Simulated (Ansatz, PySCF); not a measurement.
Molecule: SnBr$_{2}$, net charge 0, singlet state. SMILES: [Br][Sn][Br]
Geometry from a B3LYP-D3(BJ)/def2-TZVP (Ansatz, a program for electronic structure) optimisation:
```
Sn
Br 1 2.5459
Br 1 2.5459 2 99.79
```
Charge 0, spin multiplicity 1.

Quantity: atomisation energy (electronic, to ground-state atoms), in kcal/mol. Valence correlation only, unless marked. UHF or UKS for open shells. No spin-orbit coupling. The frozen core is the preceding noble-gas configuration, with the filled d and f shells of earlier blocks. Past Kr the def2 sets carry scalar-relativistic core potentials. The coupled-cluster limit lacks core correlation, which all-electron functionals hold. Basis-set limits of correlation are two-point, X^-3; Hartree-Fock from the larger set. The bracket is a focal-point correction in the basis named.

```json
[
 {"level": "BLYP-D3(BJ)/def2-TZVPD", "program": "Ansatz + dftd3", "atomisation energy (kcal/mol)": "169.8", "minus last row": "4.4", "rough core time": "under 20 s"},
 {"level": "B3LYP-D3(BJ)/def2-TZVPD", "program": "Ansatz + dftd3", "atomisation energy (kcal/mol)": "167.2", "minus last row": "1.8", "rough core time": "under 20 s"},
 {"level": "TPSSh/def2-TZVPD", "program": "PySCF", "atomisation energy (kcal/mol)": "168.1", "minus last row": "2.7", "rough core time": "-"},
 {"level": "r2SCAN0-D4/def2-TZVPD", "program": "Ansatz + dftd4", "atomisation energy (kcal/mol)": "164.5", "minus last row": "-0.9", "rough core time": "under 20 s"},
 {"level": "HSE06/def2-TZVPD", "program": "Ansatz", "atomisation energy (kcal/mol)": "166.2", "minus last row": "0.8", "rough core time": "under 20 s"},
 {"level": "wB97X-V/def2-TZVPD", "program": "Ansatz", "atomisation energy (kcal/mol)": "166.9", "minus last row": "1.5", "rough core time": "under 20 s"},
 {"level": "CCSD/def2-SVPD", "program": "Ansatz", "atomisation energy (kcal/mol)": "143.9", "minus last row": "-21.5", "rough core time": "-"},
 {"level": "CCSD(T)/def2-TZVPP", "program": "Ansatz", "atomisation energy (kcal/mol)": "156.3", "minus last row": "-9.1", "rough core time": "under 20 s"},
 {"level": "CCSD(T)/def2-TZVPPD", "program": "Ansatz", "atomisation energy (kcal/mol)": "157.1", "minus last row": "-8.3", "rough core time": "23 s"},
 {"level": "RI-MP2/CBS(def2-TZVPPD,def2-QZVPPD)+[CCSD(T)-MP2]/def2-TZVPPD", "program": "Ansatz", "atomisation energy (kcal/mol)": "165.4", "minus last row": "0.0", "rough core time": "60 s"}
]
```

Core times are rough, on shared machines, summed over the molecules involved; a dash marks a level read off another run, or run on other hardware, by another program or under a memory cap.
